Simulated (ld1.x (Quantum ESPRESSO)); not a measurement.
**Which change was made? (Be, RRKJ)**

beryllium, norm-conserving RRKJ (Kleinman–Bylander form), made with ld1.x (Quantum ESPRESSO) 7.5 (LDA (PZ), non-relativistic). Core none, reference 1s2 2s1.5 2p0.5. Waves: 1s (bound): rc 0.30 bohr; 2p (bound): rc 3.45 bohr. Local part: all-electron potential smoothed inside 3.30 bohr (lloc = -1). Core correction: none.

Occupied shells without a wave of their own: 2s. They enter only through the test configuration that unscreens the potential.

Cutoffs, loose and tight: the cutoffs (Ry, on a coarse ladder) from which the occupation-weighted sum of valence levels, in a spherical-Bessel basis at the reference potential, stays within 10 and 1 mRy of its value at 400 Ry. They do not see the model core or the augmentation charge, which bear on the density cutoff. Test errors are all-electron minus pseudo excitation energies from the reference, over the configurations 1s2 2s2 2p0; 1s2 2s1 2p0; 1s2 2s0 2p0; 1s2 2s0 2p2; 1s1 2s2 2p0; 1s2 2s1.5 2p0; 1s2 2s1 2p1 (two spin-polarised tests are not counted in the largest error); variants that change the core or the reference have their own tests. The largest error is taken over the tests solved by every variant that gives reliable tests at all, those not shown here included: 1s1 2s2 2p0; 1s2 2s0 2p0; 1s2 2s1 2p0; 1s2 2s1.5 2p0; 1s2 2s2 2p0.

The base gives: outcome: generated, misses its reference levels by 2.11 eV; bound ghosts: not determined; largest test error (meV): +5941.

(1) After one change the result is: outcome: generated, misses its reference levels by 0.61 eV; bound ghosts: not determined; largest test error (meV): +1787. Which change was it?
A. reference 1s2 2s2 2p0
B. local potential all-electron potential smoothed inside 1.75 bohr (lloc = -1)
C. local potential all-electron potential smoothed inside 1.72 bohr (lloc = -1)
D. local potential all-electron potential smoothed inside 3.04 bohr (lloc = -1)

Results:

(1) C. The others give: reference 1s2 2s2 2p0 → outcome: generated, misses its reference levels by 2.07 eV; bound ghosts: not determined; largest test error (meV): +7750 | local potential all-electron potential smoothed inside 1.75 bohr (lloc = -1) → outcome: generated, misses its reference levels by 0.64 eV; bound ghosts: not determined; largest test error (meV): +1876 | local potential all-electron potential smoothed inside 3.04 bohr (lloc = -1) → outcome: generated, misses its reference levels by 1.87 eV; bound ghosts: not determined; largest test error (meV): +5258.
